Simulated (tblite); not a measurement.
Compound: C₆H₉S (doublet state).
Atom-mapped SMILES: `[CH:1]#[C:2][C@H:3]([CH:4][CH3:5])[CH2:6][SH:7]` (hydrogens: H8 on C1; H9 on C3; H10 on C4; H11, H12, H13 on C5; H14, H15 on C6; H16 on S7)
Bond orders are those of one Lewis drawing.

Computed with GFN2-xTB (tblite), gas phase: L-BFGS steps from a force-field or distance-geometry start until the largest atomic force falls under 0.01 eV/Å.

Step 70: E = -558.5534 eV
```
atom  x, y, z in Å  |  force x, y, z in eV/Å
C1      0.7659    2.9732    0.0102   -0.050  -0.076  -0.033
C2      0.5384    1.7987   -0.0391    0.015   0.115   0.012
C3      0.2566    0.3718   -0.0619   -0.038  -0.007  -0.004
C4     -1.1166    0.1050    0.4236   -0.060   0.038  -0.010
C5     -1.8746   -1.0742   -0.0377    0.013   0.011   0.033
C6      1.3372   -0.3210    0.8131    0.002   0.016   0.011
S7      1.3515   -2.1313    0.6520   -0.003  -0.018  -0.001
H8      0.9410    4.0075    0.0204    0.023  -0.002   0.017
H9      0.3648    0.0078   -1.0926    0.044  -0.025  -0.007
H10    -1.4828    0.6926    1.2494    0.010  -0.058  -0.025
H11    -1.7033   -1.2683   -1.0989   -0.013   0.019   0.040
H12    -1.5556   -1.9760    0.5044   -0.026  -0.001  -0.028
H13    -2.9411   -0.9460    0.1392    0.014  -0.012  -0.010
H14     1.1393   -0.1284    1.8677    0.029   0.004  -0.015
H15     2.3263    0.0577    0.5547    0.041  -0.015   0.012
H16     1.6452   -2.1603   -0.6484   -0.002   0.012   0.008
```

Step 71: E = -558.5543 eV
```
atom  x, y, z in Å  |  force x, y, z in eV/Å
C1      0.7518    2.9730    0.0064   -0.037  -0.076  -0.023
C2      0.5364    1.7962   -0.0416    0.025   0.110   0.009
C3      0.2631    0.3678   -0.0622   -0.070  -0.015   0.010
C4     -1.1083    0.0999    0.4292   -0.097   0.027  -0.006
C5     -1.8795   -1.0667   -0.0434    0.018  -0.009   0.028
C6      1.3456   -0.3198    0.8138   -0.003   0.005  -0.001
S7      1.3522   -2.1322    0.6639   -0.006  -0.003   0.022
H8      0.9226    4.0076    0.0208    0.018   0.009   0.010
H9      0.3678    0.0022   -1.0928    0.048  -0.024   0.004
H10    -1.4686    0.6791    1.2642    0.026  -0.060  -0.038
H11    -1.7110   -1.2528   -1.1065   -0.013   0.026   0.040
H12    -1.5687   -1.9780    0.4884   -0.029   0.014  -0.026
H13    -2.9458   -0.9319    0.1350    0.044  -0.004  -0.008
H14     1.1517   -0.1188    1.8679    0.035   0.000  -0.028
H15     2.3351    0.0524    0.5479    0.039  -0.010   0.018
H16     1.6482   -2.1691   -0.6349    0.002   0.010  -0.011
```

Step 72: E = -558.5555 eV
```
atom  x, y, z in Å  |  force x, y, z in eV/Å
C1      0.7346    2.9736   -0.0011   -0.020  -0.060  -0.009
C2      0.5336    1.7943   -0.0430    0.026   0.078   0.003
C3      0.2699    0.3637   -0.0604   -0.080  -0.018   0.023
C4     -1.0993    0.0928    0.4374   -0.110   0.003  -0.017
C5     -1.8853   -1.0579   -0.0506    0.018  -0.025   0.013
C6      1.3559   -0.3180    0.8158   -0.004  -0.013  -0.014
S7      1.3533   -2.1328    0.6776   -0.006   0.017   0.035
H8      0.9011    4.0088    0.0153    0.011   0.014   0.003
H9      0.3733   -0.0039   -1.0907    0.041  -0.017   0.020
H10    -1.4505    0.6576    1.2857    0.031  -0.046  -0.034
H11    -1.7194   -1.2318   -1.1159   -0.006   0.029   0.029
H12    -1.5869   -1.9817    0.4673   -0.024   0.028  -0.017
H13    -2.9510   -0.9148    0.1278    0.060   0.008   0.002
H14     1.1679   -0.1087    1.8695    0.036  -0.002  -0.037
H15     2.3466    0.0463    0.5419    0.023  -0.003   0.019
H16     1.6487   -2.1785   -0.6206    0.003   0.008  -0.019
```

**Question.** Estimate the geometry and energy of step 73. (The exact step hangs on the optimiser's Hessian estimate; all steps are aligned on step 72, rigid shifts and turns removed.)

**Answer.** E = -558.5565 eV, largest force 0.084 eV/Å
```
atom  x, y, z in Å  |  force x, y, z in eV/Å
C1      0.7189    2.9746   -0.0092    0.000  -0.019   0.003
C2      0.5311    1.7932   -0.0439    0.012   0.011  -0.001
C3      0.2747    0.3603   -0.0575   -0.057  -0.016   0.025
C4     -1.0926    0.0855    0.4448   -0.082  -0.004  -0.019
C5     -1.8903   -1.0502   -0.0572    0.006  -0.034  -0.010
C6      1.3653   -0.3158    0.8179   -0.005  -0.027  -0.023
S7      1.3548   -2.1326    0.6898   -0.004   0.029   0.034
H8      0.8818    4.0104    0.0075    0.005   0.013  -0.003
H9      0.3801   -0.0097   -1.0870    0.023  -0.007   0.029
H10    -1.4329    0.6342    1.3072    0.023  -0.027  -0.018
H11    -1.7267   -1.2107   -1.1242    0.005   0.021   0.003
H12    -1.6053   -1.9852    0.4471   -0.008   0.029  -0.003
H13    -2.9549   -0.8989    0.1203    0.050   0.020   0.017
H14     1.1839   -0.1003    1.8713    0.029  -0.003  -0.033
H15     2.3573    0.0418    0.5382    0.000   0.003   0.012
H16     1.6472   -2.1877   -0.6091    0.002   0.012  -0.011
```

The energy changes by -0.0010 eV. The first-order estimate −F·Δx gives -0.0015 eV and the mean of the old and new forces, exact on a quadratic surface, -0.0010 eV. The step makes an angle of 85° with the force vector and moves no atom by more than 0.036 Å.

What follows is the cost of the whole relaxation. Hardware: one thread of an Arm Neoverse N1, shared host with 64 logical CPUs at a one-minute load of 26. Cost: 0.91 s.
